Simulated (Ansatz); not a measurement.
A CCSD(T) single point on C3H8BNSi, SMILES `BC(C)([SiH3])C#N`.

```yaml
crystal:
  periodic: [false, false, false]
  atoms:
    - {symbol: B, position_ang: [-1.641997, 0.088765, -0.066049]}
    - {symbol: C, position_ang: [-0.136412, 0.390771, 0.078160]}
    - {symbol: C, position_ang: [0.643442, 0.774427, -1.190364]}
    - {symbol: Si, position_ang: [0.454791, -1.394303, 0.584687]}
    - {symbol: C, position_ang: [0.212856, 1.210682, 1.215113]}
    - {symbol: N, position_ang: [0.510003, 1.860925, 2.118989]}
    - {symbol: H, position_ang: [-2.370813, 0.160211, 0.875111]}
    - {symbol: H, position_ang: [-2.041960, -0.310872, -1.119781]}
    - {symbol: H, position_ang: [0.386408, 1.789965, -1.496529]}
    - {symbol: H, position_ang: [0.383165, 0.099327, -2.007308]}
    - {symbol: H, position_ang: [1.723323, 0.736556, -1.032958]}
    - {symbol: H, position_ang: [0.160887, -2.320519, -0.536606]}
    - {symbol: H, position_ang: [-0.214626, -1.844793, 1.825912]}
    - {symbol: H, position_ang: [1.917835, -1.270339, 0.780523]}
basis:
  gaussian: {orbitals: def2-TZVPP}
correlation: {method: ccsd_t}
output: {orbitals: {seedname: orbitals}}
```

```sh
$ ansatz run in.yaml --threads 4 --pin off --events-out ev --progress --plain --max-ram 10444MiB
```

Log, shortened:

```
Functional definition: HF
1808 factors; integrals over basis functions are off by at most 9.9e-4 eV
mean field evaluation 1: about -13230.1528 eV, gradient 3.8e1 eV
mean field evaluation 2: about -13230.4874 eV, gradient 3.8e1 eV
mean field evaluation 4: about -13234.9959 eV, gradient 7.0e0 eV
mean field evaluation 8: about -13235.1509 eV, gradient 4.2e-1 eV
mean field -13235.15186723 eV, -486.3828600125 hartree, gradient 1.9e-6 eV, S^2 0.000000; 0 other end points of the search recorded, 0 dependent functions left out
10 core orbitals not correlated: weight in the atoms' cores, before any rotation towards them, 1.000 or more for the frozen orbitals, at most 0.000 for the correlated occupied ones
reference -13235.15186723 eV, -486.3828600125 hartree; 16, 16 occupied and 283, 283 virtual orbitals, 1808 factors
second order -24.79783062 eV of doubles, -0.00000000 eV of singles
cycle   1  -25.23769329 eV  change   -4.4e-1 eV  update   1.2e-1
cycle   2  -26.01294501 eV  change   -7.8e-1 eV  update   3.8e-2
cycle   3  -26.17073395 eV  change   -1.6e-1 eV  update   1.8e-2
cycle   4  -26.16319054 eV  change    7.5e-3 eV  update   4.8e-3
cycle   5  -26.16437714 eV  change   -1.2e-3 eV  update   2.3e-3
cycle   6  -26.16456645 eV  change   -1.9e-4 eV  update   7.1e-4
cycle   7  -26.16432947 eV  change    2.4e-4 eV  update   3.3e-4
cycle   8  -26.16431368 eV  change    1.6e-5 eV  update   1.4e-4
cycle   9  -26.16431033 eV  change    3.3e-6 eV  update   5.9e-5
cycle  10  -26.16427262 eV  change    3.8e-5 eV  update   2.1e-5
perturbative correction -1.18585452 eV, -0.0435793497 hartree
Total energy: -13262.50199436 eV, -487.3879586461 hartree
```

It took 9.9 min on 4 threads of a server CPU on a shared host, with 4.3 GiB of host memory at the peak.

MP2 recovers 90.7 % of the CCSD(T) correlation energy and the triples give 4.3 %; T1 = 0.0129.
